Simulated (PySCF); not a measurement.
CH₅GaO₂ (SMILES [CH3][Ga]([OH])[OH]), singlet, geometry from GFN2-xTB (such geometries of metal compounds can be far from the true shape), with bond 3-2 at 1.4 times its length. Base run: CASSCF(4,5)/STO-3G (PySCF).

Here is a job for PySCF.
```python
from pyscf import gto, scf, mcscf
import numpy

mol = gto.M(
    atom='''
Ga    0.01563589    0.00798854    0.00593292
C    -1.40597779   -1.42329151   -0.09796408
H    -0.84624768   -2.66900923   -0.77490066
H    -2.23568071   -1.03328109   -0.68037808
H    -1.74794867   -1.68874220    0.90107241
O    -0.20116322    1.49548414   -0.87526576
H     0.45810759    2.18813895   -0.85048157
O     1.52498935   -0.01611468    0.89552146
H     1.89223750   -0.69587716    1.45309592
''',
    basis='sto-3g',
    verbose=3,
)

mf = scf.RHF(mol)
mf.kernel()
mc = mcscf.CASSCF(mf, 5, 4)
mc.fix_spin_(ss=0.0)
mc.kernel()
occ = numpy.linalg.eigvalsh(mc.fcisolver.make_rdm1(mc.ci, mc.ncas, mc.nelecas))[::-1]
ss = mc.fcisolver.spin_square(mc.ci, mc.ncas, mc.nelecas)[0]
print('natural occupations', occ.round(4), ' <S^2>', round(ss, 4))
```

Variants of this job, named by their change:

```json
[
 {"change": "base", "ΔE vs base (kcal/mol)": "0.000", "natural occupations": "1.97 1.92 0.08 0.03 0.00", "<S^2> of the state": "0.00", "outcome": "converged"},
 {"change": "conv_tol = 1e-5", "ΔE vs base (kcal/mol)": "0.088", "natural occupations": "1.96 1.92 0.08 0.04 0.00", "<S^2> of the state": "0.00", "outcome": "converged"},
 {"change": "orbitals = fixed (CASCI)", "ΔE vs base (kcal/mol)": "37.62", "natural occupations": "2.00 2.00 0.00 0.00 0.00", "<S^2> of the state": "0.00", "outcome": "converged"},
 {"change": "active space = 2 electrons, 3 orbitals", "ΔE vs base (kcal/mol)": "27.92", "natural occupations": "1.97 0.03 0.00", "<S^2> of the state": "0.00", "outcome": "converged"},
 {"change": "fix_spin_ = off", "ΔE vs base (kcal/mol)": "0.000", "natural occupations": "1.97 1.92 0.08 0.03 0.00", "<S^2> of the state": "0.00", "outcome": "converged"},
 {"change": "start = MP2 natural orbitals", "ΔE vs base (kcal/mol)": "0.000", "natural occupations": "1.97 1.92 0.08 0.03 0.00", "<S^2> of the state": "0.00", "outcome": "converged"},
 {"change": "correction = SC-NEVPT2", "ΔE vs base (kcal/mol)": "-96.8", "natural occupations": "1.97 1.92 0.08 0.03 0.00", "<S^2> of the state": "0.00", "outcome": "converged"},
 {"change": "active space = 6 electrons, 5 orbitals", "ΔE vs base (kcal/mol)": "-", "natural occupations": "-", "<S^2> of the state": "-", "outcome": "not converged"},
 {"change": "solver = newton", "ΔE vs base (kcal/mol)": "0.000", "natural occupations": "1.97 1.92 0.08 0.03 0.00", "<S^2> of the state": "0.00", "outcome": "converged"},
 {"change": "active space = 2 electrons, 4 orbitals", "ΔE vs base (kcal/mol)": "29.63", "natural occupations": "1.98 0.02 0.00 0.00", "<S^2> of the state": "0.00", "outcome": "converged"},
 {"change": "orbitals = fixed (CASCI); correction = SC-NEVPT2", "ΔE vs base (kcal/mol)": "-84.8", "natural occupations": "2.00 2.00 0.00 0.00 0.00", "<S^2> of the state": "0.00", "outcome": "converged"}
]
```

Active orbitals are taken around the Fermi level unless the row says otherwise; CASSCF can end in different local minima, and two programs can end on different orbitals. State-averaged rows give the lowest state.
